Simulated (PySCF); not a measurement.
# Sc: ionisation energy

Sc [Ar] 3d1 4s2 (2D) → Sc⁺ [Ar] 3d1 4s1 (3D), as a difference of total energies. All numbers are calculated (PySCF 2.14, the non-relativistic Hamiltonian (point nucleus), in def2-TZVP). Correlated levels: valence: [Ar] frozen. The calculations carry no spin-orbit coupling.

Task: Order these methods by the ionisation energy they give, lowest first.
A. SCS-MP2 (valence)
B. UHF
C. MP2 (valence)
D. LDA

Result: B (5.367 eV), C (6.005 eV), A (6.134 eV), D (6.667 eV).

These non-relativistic numbers lack the scalar-relativistic shift.

Errors of the correlated levels include the incompleteness of this basis and the frozen core.

MP2 underrates the near-degeneracy of ns² with np² in the lower species.

For comparison: 6.562 eV (measured; NIST levels, between the centres of gravity of the two terms).
